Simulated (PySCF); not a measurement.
Species: `COC(=O)P(CP)C1CC1`. The columns A, B, C and D hold Mulliken, IAO, Hirshfeld and ESP-fitted charges (e) of one PBE0/pcSseg-1 density (PySCF), in a shuffled order. Coordinates in Å (GFN2-xTB); the density's dipole moment is (0.78, -2.69, -1.27) D.

```json
{"atom": "C1", "x": "3.356", "y": "-0.888", "z": "0.281", "A": "-0.335", "B": "-0.219", "C": "-0.033", "D": "-0.039"}
{"atom": "O2", "x": "2.114", "y": "-0.384", "z": "-0.198", "A": "-0.317", "B": "-0.334", "C": "-0.092", "D": "-0.459"}
{"atom": "C3", "x": "1.487", "y": "0.501", "z": "0.568", "A": "+0.879", "B": "+0.337", "C": "+0.155", "D": "+0.297"}
{"atom": "O4", "x": "1.889", "y": "0.924", "z": "1.619", "A": "-0.602", "B": "-0.458", "C": "-0.250", "D": "-0.401"}
{"atom": "P5", "x": "-0.077", "y": "1.014", "z": "-0.289", "A": "-0.459", "B": "+0.475", "C": "+0.154", "D": "+0.452"}
{"atom": "C6", "x": "-0.890", "y": "1.720", "z": "1.229", "A": "+0.197", "B": "-0.618", "C": "-0.161", "D": "-0.646"}
{"atom": "P7", "x": "-2.639", "y": "2.302", "z": "0.969", "A": "-0.407", "B": "+0.197", "C": "+0.068", "D": "+0.115"}
{"atom": "C8", "x": "-0.848", "y": "-0.654", "z": "-0.307", "A": "+0.127", "B": "-0.324", "C": "-0.091", "D": "-0.482"}
{"atom": "C9", "x": "-0.567", "y": "-1.554", "z": "-1.477", "A": "-0.358", "B": "-0.277", "C": "-0.090", "D": "-0.163"}
{"atom": "C10", "x": "-1.915", "y": "-0.934", "z": "-1.330", "A": "-0.264", "B": "-0.287", "C": "-0.090", "D": "-0.191"}
{"atom": "H11", "x": "4.103", "y": "-0.093", "z": "0.300", "A": "+0.174", "B": "+0.153", "C": "+0.051", "D": "+0.121"}
{"atom": "H12", "x": "3.653", "y": "-1.675", "z": "-0.407", "A": "+0.169", "B": "+0.164", "C": "+0.057", "D": "+0.129"}
{"atom": "H13", "x": "3.235", "y": "-1.284", "z": "1.291", "A": "+0.150", "B": "+0.154", "C": "+0.048", "D": "+0.120"}
{"atom": "H14", "x": "-0.870", "y": "0.994", "z": "2.050", "A": "+0.013", "B": "+0.157", "C": "+0.039", "D": "+0.176"}
{"atom": "H15", "x": "-0.295", "y": "2.583", "z": "1.546", "A": "+0.093", "B": "+0.173", "C": "+0.043", "D": "+0.189"}
{"atom": "H16", "x": "-2.394", "y": "2.919", "z": "-0.258", "A": "+0.154", "B": "-0.023", "C": "-0.020", "D": "+0.041"}
{"atom": "H17", "x": "-3.089", "y": "1.140", "z": "0.341", "A": "+0.138", "B": "-0.025", "C": "-0.017", "D": "+0.039"}
{"atom": "H18", "x": "-0.959", "y": "-1.118", "z": "0.670", "A": "+0.076", "B": "+0.143", "C": "+0.042", "D": "+0.154"}
{"atom": "H19", "x": "0.080", "y": "-1.182", "z": "-2.257", "A": "+0.177", "B": "+0.154", "C": "+0.044", "D": "+0.140"}
{"atom": "H20", "x": "-0.455", "y": "-2.611", "z": "-1.287", "A": "+0.143", "B": "+0.153", "C": "+0.051", "D": "+0.134"}
{"atom": "H21", "x": "-2.182", "y": "-0.142", "z": "-2.015", "A": "+0.138", "B": "+0.150", "C": "+0.043", "D": "+0.136"}
{"atom": "H22", "x": "-2.748", "y": "-1.557", "z": "-1.038", "A": "+0.115", "B": "+0.152", "C": "+0.050", "D": "+0.136"}
```

**Question.** Which column most likely holds the ESP-fitted charges?

**Answer.** A. Σ q r misses the density's dipole by 0.10 D (A), 1.94 D (C), 2.68 D (B), 3.22 D (D). Charges fitted to the outside potential are the only set here that is tied to the molecule's multipoles.

**Question.** And the Hirshfeld charges?

**Answer.** C. The mean sizes are 0.077 e (C), 0.216 e (D), 0.233 e (B), 0.249 e (A), and Hirshfeld charges are commonly the smallest of these schemes.

As computed, A = ESP-fitted, B = IAO, C = Hirshfeld, D = Mulliken. Hydrogens on carbon: ESP-fitted +0.01 to +0.18, IAO +0.14 to +0.17, Hirshfeld +0.04 to +0.06, Mulliken +0.12 to +0.19 e.

The Hirshfeld scheme divides the density at each point in proportion to the densities of the neutral, spherically averaged free atoms. The Mulliken scheme counts on each atom the diagonal of the density matrix times the overlap matrix over that atom's basis functions.

One conformer (not necessarily the lowest) at the GFN2-xTB geometry, without solvent, vibrations or thermal averaging.
